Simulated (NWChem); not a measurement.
System: p-cresol (C7H8O); SMILES c1c(ccc(C)c1)O

Parts of the log:

```
             Northwest Computational Chemistry Package (NWChem) 7.3.0
             --------------------------------------------------------

 C1  symmetry detected

                             Geometry "geometry" -> ""
                             -------------------------

 Output coordinates in angstroms (scale by  1.889725989 to convert to a.u.)

  No.       Tag          Charge          X              Y              Z
 ---- ---------------- ---------- -------------- -------------- --------------
    1 C                    6.0000    -0.00801495    -2.89951814     0.01554476
    2 C                    6.0000    -0.00552383    -1.39082699    -0.01175720
    3 C                    6.0000     1.19864380    -0.66024507    -0.01055400
    4 C                    6.0000     1.20621396     0.74191326    -0.00230352
    5 C                    6.0000    -0.00721939     1.45624459     0.00325045
    6 O                    8.0000    -0.06476925     2.81866780     0.00799078
    7 C                    6.0000    -1.22192336     0.74318791    -0.00239761
    8 C                    6.0000    -1.21038398    -0.65597407    -0.01053361
    9 H                    1.0000    -0.89980159    -3.31542998    -0.49438977
   10 H                    1.0000     0.89228367    -3.31881513    -0.47623092
   11 H                    1.0000    -0.01985845    -3.28735561     1.05760604
   12 H                    1.0000     2.15952737    -1.19934185    -0.01837350
   13 H                    1.0000     2.16378063     1.28946556    -0.00534405
   14 H                    1.0000     0.84753345     3.16257097     0.00896102
   15 H                    1.0000    -2.16566064     1.30767156    -0.00523493
   16 H                    1.0000    -2.17040401    -1.19679692    -0.01841569

 Effective nuclear repulsion energy (a.u.)     339.9841423567

                                 NWChem DFT Module
                                 -----------------

 Summary of "ao basis" -> "ao basis" (spherical)
 ------------------------------------------------------------------------------
       Tag                 Description            Shells   Functions and Types
 ---------------- ------------------------------  ------  ---------------------
 C                          cc-pvtz                 10       30   4s3p2d1f
 O                          cc-pvtz                 10       30   4s3p2d1f
 H                          cc-pvtz                  6       14   3s2p1d

            General Information
            -------------------
          SCF calculation type: DFT
          Wavefunction type:  closed shell.
          No. of atoms     :    16
          No. of electrons :    58
           Alpha electrons :    29
            Beta electrons :    29
          Charge           :     0
          Spin multiplicity:     1
          Use of symmetry is: off; symmetry adaption is: off
          Maximum number of iterations: 150
          AO basis - number of functions:   352
                     number of shells:   128
          Convergence on energy requested:  1.00D-06
          Convergence on density requested:  1.00D-05
          Convergence on gradient requested:  5.00D-04

              XC Information
              --------------
                  TPSS metaGGA Exchange Functional  1.000
             TPSS03 metaGGA Correlation Functional  1.000

             Grid Information
             ----------------
          Grid used for XC integration:  medium
          Radial quadrature: Mura-Knowles
          Angular quadrature: Lebedev.
          Tag              B.-S. Rad. Rad. Pts. Rad. Cut. Ang. Pts.
          ---              ---------- --------- --------- ---------
          C                   0.70       49          14.0       434
          O                   0.60       49          15.0       434
          H                   0.35       45          15.0       434
          Grid pruning is: on
          Number of quadrature shells:   752
          Spatial weights used:  Erf1

      Superposition of Atomic Density Guess
      -------------------------------------

 Sum of atomic energies:        -342.47262039

      Non-variational initial energy
      ------------------------------

 Total energy =    -347.759813
 1-e energy   =   -1135.284081
 2-e energy   =     447.540126
 HOMO         =      -0.425499
 LUMO         =      -0.373440

------------------------------------------------------------
EAF file 0: "./job.aoints.0" size=3194486784 bytes
------------------------------------------------------------
               write      read    awrite     aread      wait
               -----      ----    ------     -----      ----
     calls:     6104         1         0         0         0
   data(b): 3.20e+09  5.24e+05  0.00e+00  0.00e+00
   time(s): 0.00e+00  0.00e+00  0.00e+00  0.00e+00  0.00e+00
rate(mb/s): 0.00e+00  0.00e+00
------------------------------------------------------------

     ---------------------------------------------
      Total Density - Mulliken Population Analysis
     ---------------------------------------------

[...]
```

Level: TPSS/cc-pVTZ. All runs use the structure optimised with PBE-D3(BJ)/def2-SVP. Not confirmed as a minimum by frequencies.

Problem. Write an input that gives this output.

Solution. This is not unique; one that fits is the input that was run:
```
start job
memory heap 200 mb stack 900 mb global 1100 mb
geometry units angstroms noautoz
  C     -0.002479    -2.891954     0.014107
  C     -0.003297    -1.383244    -0.012238
  C      1.199273    -0.650035    -0.011225
  C      1.203786     0.752131    -0.002088
  C     -0.011201     1.463807     0.004579
  O     -0.071723     2.826098     0.010216
  C     -1.224348     0.748103    -0.000862
  C     -1.209758    -0.651025    -0.009893
  H     -0.893633    -3.309489    -0.495607
  H      0.898465    -3.308972    -0.478424
  H     -0.012908    -3.280477     1.055928
  H      2.161327    -1.187027    -0.019909
  H      2.160153     1.301775    -0.005301
  H      0.839827     3.171992     0.010909
  H     -2.169317     1.310526    -0.002828
  H     -2.168599    -1.193938    -0.017597
end
basis spherical
  * library cc-pvtz
end
dft
  xc xtpss03 ctpss03
  iterations 150
  semidirect filesize 400000000
  mulliken
end
task dft energy
```
